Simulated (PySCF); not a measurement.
ammonia (H$_{3}$N), singlet, geometry from GFN2-xTB. Base run: BLYP/aug-cc-pVDZ, TDDFT run with PySCF.

PySCF was given this input:
```python
from pyscf import gto, scf, dft, tdscf

mol = gto.M(
    atom='''
N    -0.000889    0.002201    0.110024
H     0.015877    0.938466   -0.275490
H     0.812490   -0.488757   -0.240501
H    -0.822147   -0.465118   -0.254176
''',
    basis='aug-cc-pvdz',
    charge=0,
    spin=0,
    verbose=3,
)

mf = dft.RKS(mol)
mf.xc = 'blyp'
mf.kernel()
td = mf.TDDFT()
td.nstates = 5
td.kernel()
td.analyze()
```

Variants of this job, named by their change:

```json
[
 {"change": "base", "first excitation (eV)": "5.31", "oscillator strength of the first": "0.070", "second (eV)": "6.50", "core-seconds (rough)": "8"},
 {"change": "response = Tamm-Dancoff", "first excitation (eV)": "5.33", "oscillator strength of the first": "0.074", "second (eV)": "6.51", "core-seconds (rough)": "6"},
 {"change": "states = triplets; response = Tamm-Dancoff", "first excitation (eV)": "?", "oscillator strength of the first": "-", "second (eV)": "?", "core-seconds (rough)": "5"},
 {"change": "functional = lc_wpbe", "first excitation (eV)": "?", "oscillator strength of the first": "?", "second (eV)": "?", "core-seconds (rough)": "30"},
 {"change": "basis = 6-31G", "first excitation (eV)": "6.49", "oscillator strength of the first": "0.023", "second (eV)": "9.10", "core-seconds (rough)": "2"},
 {"change": "functional = camb3lyp", "first excitation (eV)": "6.12", "oscillator strength of the first": "0.077", "second (eV)": "7.55", "core-seconds (rough)": "30"},
 {"change": "functional = pbe0", "first excitation (eV)": "6.11", "oscillator strength of the first": "0.076", "second (eV)": "7.44", "core-seconds (rough)": "10"},
 {"change": "nstates = 15", "first excitation (eV)": "5.31", "oscillator strength of the first": "0.070", "second (eV)": "6.50", "core-seconds (rough)": "10"},
 {"change": "functional = m062x", "first excitation (eV)": "6.28", "oscillator strength of the first": "0.070", "second (eV)": "7.54", "core-seconds (rough)": "50"},
 {"change": "nstates = 10", "first excitation (eV)": "5.31", "oscillator strength of the first": "0.070", "second (eV)": "6.50", "core-seconds (rough)": "8"},
 {"change": "functional = b3lyp", "first excitation (eV)": "?", "oscillator strength of the first": "0.074", "second (eV)": "?", "core-seconds (rough)": "10"}
]
```

Question: Complete the blanks.

Answer: 
- states = triplets; response = Tamm-Dancoff, first excitation (eV): 5.08
- states = triplets; response = Tamm-Dancoff, second (eV): 6.45
- functional = lc_wpbe, first excitation (eV): 6.60
- functional = lc_wpbe, oscillator strength of the first: 0.080
- functional = lc_wpbe, second (eV): 8.07
- functional = b3lyp, first excitation (eV): 5.87
- functional = b3lyp, second (eV): 7.18

An iterative solver can miss low states, so a row lists the states that it found.
